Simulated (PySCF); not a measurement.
Compound: C6H6NO (doublet state).
Atom-mapped SMILES: `[CH3:1]/[CH:2]=[C:3]1[CH:4]=[C:5]/1[N:6][CH:7]=[O:8]` (hydrogens: H9, H10, H11 on C1; H12 on C2; H13 on C4; H14 on C7)

Structure used (GFN2-xTB), in Å, numbered top down from 1:
```xyz
14
C6H6NO angstrom
C      1.724    0.881    0.115
C      1.502   -0.585    0.108
C      0.282   -1.124   -0.081
C     -0.611   -2.163   -0.330
C     -1.174   -0.919   -0.111
N     -2.169   -0.170    0.126
C     -2.150    1.189    0.083
O     -1.438    1.882   -0.607
H      1.919    1.226    1.134
H      0.852    1.411   -0.265
H      2.600    1.135   -0.480
H      2.348   -1.230    0.309
H     -0.732   -3.140   -0.735
H     -2.954    1.607    0.712
```

The hyperfine couplings belong to this conformer and change with its torsions.

Computed, not measured: PySCF, UKS B3LYP, pcH-1 on C H N O, non-relativistic, mean-field spin-orbit, GIAO. One conformer (not necessarily the lowest) at the GFN2-xTB geometry, without solvent, vibrations or thermal averaging. Couplings are sensitive to structure, and on GFN2-xTB geometries they can be far from those on DFT ones. The frame is twisted about the N6–C7 bond at this geometry (dihedral C5–N6–C7–O8 = 29°); couplings at other torsion angles weren't computed. No stability test was run, so a lower SCF solution isn't excluded.

Computed for the main isotopes (class means, splittings of 0.05 mT or more): g = 2.0032; H9/H10/H11 1H +54.8 MHz (1.96 mT); H12 1H -36.3 MHz (1.30 mT); H13 1H -28.5 MHz (1.02 mT); N6 14N +2.7 MHz (0.10 mT); 48 first-order lines, 8.37 mT wide.

(1) What changes when 14N at N6 is replaced by 15N?

(2) What changes when 1H at H12 is replaced by 2H?

(3) Where do the 13C satellites of C2 appear, and how strong are they?

(4) Give position and intensity of the satellites from 13C at C3.

## Answers

(1) Only the nuclear moment changes in this model. The ratio of g factors is -0.56638/0.40376 = -1.4028, so a goes from +2.7 to -3.8 MHz (0.136 mT). The spin goes from 1 to 1/2, so the 1:1:1 triplet becomes a 1:1 doublet. The spectrum then has 32 first-order lines over 8.31 mT.

(2) The spin density stays the same (vibrational effects aside), so a scales with the nuclear g factor: 0.85744/5.58569 = 0.1535, so a goes from -36.3 to -5.6 MHz (0.199 mT). The spin goes from 1/2 to 1, so the 1:1 doublet becomes a 1:1:1 triplet. The spectrum then has 72 first-order lines over 7.47 mT.

(3) a = +48.7 MHz, or 1.74 mT in magnitude, and I = 1/2, so to first order each main line has two satellites, at ±0.87 mT. The isotope's abundance is about 1.07 %, shared among 2 lines, so each has 0.54 % of the main line's intensity.

(4) a = -42.0 MHz, or 1.50 mT in magnitude, and I = 1/2, so to first order each main line has two satellites, at ±0.75 mT. The isotope's abundance is about 1.07 %, shared among 2 lines, so each has 0.54 % of the main line's intensity.

Class means assume fast exchange of nuclei equivalent by connectivity; if that motion is slow, each nucleus keeps its own coupling. The three 1H nuclei of mean +54.8 MHz run from 6.7 to 106.7 MHz in the frozen geometry.

The SMILES draws the unpaired electron on N6; the largest computed Mulliken spin population is on C2 (0.62 against 0.10).
